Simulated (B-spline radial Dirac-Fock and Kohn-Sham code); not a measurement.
**Binding energies of Co¹³⁺**

System: cobalt as Co¹³⁺, 1s2 2s2 2p6 3s2 3p2; nuclear rms radius 3.7875 fm (A = 59).

Method: Dirac-Fock ΔSCF + Breit + QED. Computed with a radial finite-basis atomic code. The model has no electron correlation. Energies are counted from the vacuum level.

All terms are in eV, carry their sign (relaxation lowers the binding energy) and add up to the binding energy; ⟨r⟩ is the mean radius of the orbital in the initial state.

| subshell | −ε (Koopmans) | relaxation | Breit | self-energy | vacuum polarisation | binding energy | ⟨r⟩ (bohr) |
| --- | --- | --- | --- | --- | --- | --- | --- |
| K | 8186.4 | -24.90 | -8.83 | -4.47 | 0.39 | 8148.6 | 0.056 |
| L1 | 1359.4 | -4.79 | -0.66 | -0.45 | 0.04 | 1353.5 | 0.251 |
| L2 | 1227.9 | -6.28 | -1.09 | 0.07 | 0.00 | 1220.6 | 0.220 |
| L3 | 1212.6 | -6.07 | -0.72 | 0.03 | 0.00 | ? | 0.223 |
| M1 | 443.7 | -0.44 | -0.12 | -0.09 | 0.01 | 443.1 | 0.668 |
| M2,3 | 406.1 | -0.44 | -0.15 | 0.01 | 0.00 | 405.5 | 0.666 |

Question: Which binding energy belongs in the row of L3?

Answer: 1205.9 eV, the sum of the terms in that row (to rounding).

For the deepest level, K (1s), the Breit terms make up -0.108 % of the binding energy, QED -0.050 % and orbital relaxation -0.306 %.

Going to the tabulated ground configuration of the next ion removes an electron from M2,3 (3p), computed at 405.5 eV. NIST lists 410 ± 1 eV as the ionisation energy of this species (semi-empirical), +4.50 eV from the computed value. Where a p, d or f shell is open in either ion the computed value averages over both j values and all terms, while the table refers to the lowest levels; that difference holds spin-orbit splitting (largest in heavy or highly charged ions), term energies where several electrons share open shells, and correlation, and it can reach 10 % or more.
